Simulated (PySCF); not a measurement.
Level of theory: PySCF 2.14.0 with TPSSh-D3(BJ)/def2-TZVP // BP86-D3(BJ)/def2-SVP. Isolated molecules, 0 K electronic values unless said otherwise. 

Reference species: [Zr(F)4] (neutral, multiplicity 1).

The coordination number is 4 and the HOMO is -11.06 eV. The mean distance from the central atom to its bonded neighbours comes out as 1.908 Å.

Changed species: [Zr(F)2(H)2] (2 of 4 F replaced by H; the reference has 0 of 4 F replaced by H).

Problem. Give the shifts of the coordination number, HOMO and mean distance from the central atom to its bonded neighbours.

Solution. the coordination number is nearly the same; the HOMO goes up by 2.96 eV, to -8.10 eV; the mean distance from the central atom to its bonded neighbours falls by 0.029 Å, to 1.879 Å.
